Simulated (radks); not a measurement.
Effect of the nuclear size on the palladium ion Pd+, [Kr] 4d9. Method: Dirac Kohn-Sham, BLYP, spin-unpolarised, spherical densities, finite nucleus; open shells fill j = l - 1/2 first; Fermi nuclear charge, rms radius 4.5318 fm; computed with a radial shooting solver on a logarithmic mesh with Libxc functionals. The rms radius is varied about that value; shifts are against it.

| rms radius (fm) | total energy shift (eV) | density at nucleus (e/bohr^3) | 1s1/2 shift (meV) | 2s1/2 shift (meV) | 4s1/2 shift (meV) | 5s1/2 (empty) shift (meV) |
|---|---|---|---|---|---|---|
| 3.8656 | -0.684 | 1.356e+05 | -288 | -32.0 | -1.12 | -0.104 |
| 4.1103 | -0.444 | 1.345e+05 | -187 | -20.8 | -0.725 | -0.067 |
| 4.5318 | 0 | 1.328e+05 | 0.000 | 0.000 | 0.000 | 0.000 |
| 4.7131 | 0.203 | 1.322e+05 | 85.4 | 9.47 | 0.331 | 0.031 |
| 5.0122 | 0.552 | 1.311e+05 | 233 | 25.8 | 0.901 | 0.084 |

Slopes of the eigenvalues against <r^2> in GHz/fm^2, as finite differences over the two radii next to the reference (eigenvalue slopes, not the field-shift constants of lines): 1s1/2 12400, 2s1/2 1370, 4s1/2 48.0, 5s1/2 (empty) 4.45.
